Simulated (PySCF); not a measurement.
This script is equivalent to a calculation on Ga⁺ (gallium, charge +1).

```python
from pyscf import gto, scf, dft, mp, cc
import basis_set_exchange as bse
mol = gto.M(atom="Ga 0 0 0", charge=1, spin=0, symmetry="D2h",
            basis=gto.basis.parse(bse.get_basis("def2-QZVPPD", elements=["Ga"], fmt="nwchem")))
mf = dft.UKS(mol, xc="TPSS")
mf.irrep_nelec = {'Ag': (6, 6), 'B1g': (1, 1), 'B2g': (1, 1), 'B3g': (1, 1), 'B1u': (2, 2), 'B2u': (2, 2), 'B3u': (2, 2)}
mf.kernel()
```

Q: What total energy does it give?

A: -1924.617 hartree (calculated).

Q: Which occupied shell lies highest, and where?

A: 4s, at -15.994 eV.
